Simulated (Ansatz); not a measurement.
C3H10BO3 (SMILES COB(OC)[OH+]C), charge +1, singlet, geometry from GFN2-xTB; BHLYP/def2-SVP in Ansatz (a first-principles code).

Here is a job for Ansatz.
Ansatz 0.2 input:
```yaml
crystal:
  periodic: [false, false, false]
  atoms:
    - {symbol: C, position_ang: [0.15683431, 2.53425652, -0.34785853]}
    - {symbol: O, position_ang: [-0.53708415, 1.31730493, -0.09618469]}
    - {symbol: B, position_ang: [-0.12483788, 0.08001048, 0.00055359]}
    - {symbol: O, position_ang: [-0.80250431, -1.02543469, 0.18071736]}
    - {symbol: C, position_ang: [-2.22288310, -1.16389613, 0.26844763]}
    - {symbol: O, position_ang: [1.38032908, -0.19975549, -0.13585076]}
    - {symbol: C, position_ang: [1.90550999, -1.52900677, 0.09327589]}
    - {symbol: H, position_ang: [0.84460794, 2.42826681, -1.18766603]}
    - {symbol: H, position_ang: [0.69494662, 2.85168721, 0.54740565]}
    - {symbol: H, position_ang: [-0.59875153, 3.27995768, -0.59103949]}
    - {symbol: H, position_ang: [-2.71528689, -0.19472882, 0.22236326]}
    - {symbol: H, position_ang: [-2.44643146, -1.65871481, 1.21278740]}
    - {symbol: H, position_ang: [-2.54765464, -1.79182191, -0.56050416]}
    - {symbol: H, position_ang: [1.94869990, 0.47036884, 0.27633700]}
    - {symbol: H, position_ang: [2.91138608, -1.57342308, -0.32151260]}
    - {symbol: H, position_ang: [1.91459255, -1.77025310, 1.15555638]}
    - {symbol: H, position_ang: [1.25538843, -2.22643081, -0.42914037]}
basis:
  gaussian:
    orbitals: def2-SVP
hamiltonian:
  xc: {name: BHLYP}
total_charge: 1
```

It wrote (shortened):

```
Functional definition: BHLYP
1701 factors; their error is unknown
mean field evaluation 1: about -10064.6183 eV, gradient 7.1e1 eV
mean field evaluation 2: about -10065.9964 eV, gradient 6.9e1 eV
mean field evaluation 4: about -10074.2971 eV, gradient 2.0e0 eV
mean field evaluation 8: about -10074.3042 eV, gradient 3.3e-2 eV
mean field -10074.36658057 eV, -370.2261431850 hartree, gradient 8.3e-5 eV, S^2 0.000000; 0 other end points of the search recorded, 0 dependent functions left out
reference -10074.36679147 eV, -370.2261509355 hartree; 28, 28 occupied and 120, 120 virtual orbitals, 1701 factors
Total energy: -10074.36679147 eV, -370.2261509355 hartree
```
